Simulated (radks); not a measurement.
Polarisability of the sulfur ion S2+, [Ne] 3s2 3p2, at imaginary frequency. Method: non-relativistic Kohn-Sham, LDA (Slater exchange, Perdew-Wang correlation), spin-polarised, spherical densities, point nucleus; open shells are filled with parallel spins first; computed with a radial shooting solver on a logarithmic mesh with Libxc functionals. Response by self-consistent Sternheimer equations with the Hartree and adiabatic LDA kernel.

| w (hartree) | alpha1(iw) (bohr^3) |
|---|---|
| 0.00266 | 7.279 |
| 0.0143 | 7.275 |
| 0.0360 | 7.255 |
| 0.0697 | 7.191 |
| 0.118 | 7.033 |
| 0.186 | 6.701 |
| 0.280 | 6.097 |
| 0.413 | 5.146 |
| 0.605 | 3.897 |
| 0.892 | 2.578 |
| 1.35 | 1.476 |
| 2.12 | 0.7375 |
| 3.59 | 0.3252 |
| 6.94 | 0.1227 |
| 17.5 | 0.02970 |

Static values: alpha1 = 7.279 bohr^3 (1.079 angstrom^3; uncoupled 12.14). C6 = 26.24, triple-dipole C9 = 140.5 atomic units. One-pole (London) frequency 4 C6 / (3 alpha1^2) = 0.660 hartree, against 1.065 for minus the highest occupied eigenvalue. The dipole shielding factor is 0.875, as the force sum rule N/Z = 0.875 demands.
